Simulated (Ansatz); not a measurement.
# A van 't Hoff estimate for C3H7FO + GeH2F ⇌ C3H7O + GeH2F2

Gas-phase species: C3H7FO `COCCF`, singlet; GeH2F `[F][GeH2]`, doublet; C3H7O `[CH2]COC`, doublet; GeH2F2 (difluorogermane) `[F][GeH2][F]`, singlet. A radical takes F: the energy is the difference in strength between the C–F bond broken and the Ge–F bond made.

The electronic reaction energy at CCSD(T)/def2-TZVPP is -79.2 kJ/mol. Shapes: PBE0-D4/def2-TZVP. Flexible molecules stand in one conformer, not always the lowest. Programs: Ansatz 0.2.0. Enthalpy and entropy come from rigid-rotor, harmonic-oscillator sums on unscaled PBE0-D4/def2-TZVP wavenumbers, ideal gases at 1 bar; R ln 2 is added for the mirror twin of the chiral shape of C3H7FO, C3H7O. Symmetry numbers: C3H7FO 1, GeH2F 1, C3H7O 1, GeH2F2 2. R = 8.3145 J/(mol K).

| T (K) | ΔH (kJ/mol) | ΔS (J/(mol K)) |
| --- | --- | --- |
| 700 | -84.6 | +16.6 |
| 1000 | -83.1 | +18.4 |
| 1300 | ? | ? |

Question: Work out ln K at 700 and 1000 K, and from these estimate it at 1300 K.

Answer: 
1. 700 K: ΔG = -84.6 − 700 × (+16.6)/1000 = -96.2 kJ/mol; ln K = −ΔG/RT = +16.53.
2. 1000 K: ΔG = -83.1 − 1000 × (+18.4)/1000 = -101.5 kJ/mol; ln K = −ΔG/RT = +12.21.
3. Slope against 1000/T: (+12.21 − (+16.53))/(1.0000 − 1.4286) = +10.08, that is −ΔH/R with ΔH near -84 kJ/mol.
4. 1300 K: ln K = +16.53 + (+10.08) × (0.7692 − 1.4286) = +9.88.

The full sums give ΔH = -82.2 kJ/mol, ΔS = +19.2 J/(mol K), ΔG = -107.2 kJ/mol and ln K = +9.92 at 1300 K, so the line is off by -0.04 in ln K; without rounding the miss is -0.03, from the change of ΔH with temperature. The products are favoured over this whole range. An error of 10 kJ/mol in the energy moves ln K by 0.9 at 1300 K. Soft modes are treated as harmonic, which can err either way at these temperatures; the lowest are those of C3H7FO (75 cm⁻¹), C3H7O (76 cm⁻¹), GeH2F2 (239 cm⁻¹). Other conformers aren't counted. Other reactions of these species are left aside. Open shells run unrestricted. Relativity is left out for Ge. Outer-core shells of Ge are correlated, in sets that cover them unevenly.
